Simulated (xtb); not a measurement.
xtb input:

```bash
xtb mol.xyz --gfn 2 --sp --chrg 0 --uhf 0
```
mol.xyz:
```
10

Si    -0.00483958     0.00744110     0.00348548
O      1.43864052    -0.29529703    -0.72800816
O      0.43062953     0.66518940     1.44694375
O     -0.97518142     1.09170160    -0.75008420
N     -0.92976487    -1.41953016     0.01300545
H      1.40348869    -0.77480948    -1.55951950
H      1.34849156     0.55443899     1.70648421
H     -0.83606626     2.01316620    -0.51840814
H     -0.56114687    -2.28304979     0.37576661
H     -1.93136812    -1.36996210     0.10503066
```

Task: Which total energy does the run end on?

Result: -19.55132 Eh (GFN2-xTB).
